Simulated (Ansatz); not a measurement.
Harmonic frequencies (cm⁻¹) at PBE0-D4/def2-TZVP from Ansatz: 187, 253, 314, 436, 511, 616, 665, 727, 862, 1083, 1341, 1375, 1647, 2950, 3155.

(1) Which molecule is it?
A. `N#C[O][GaH2]`
B. `[CH3][Al]1[CH2]S[S]1`
C. `FB1CB1F`
D. `[Cl][Ga]1[O][SiH2]1`

## Answers

(1) C.
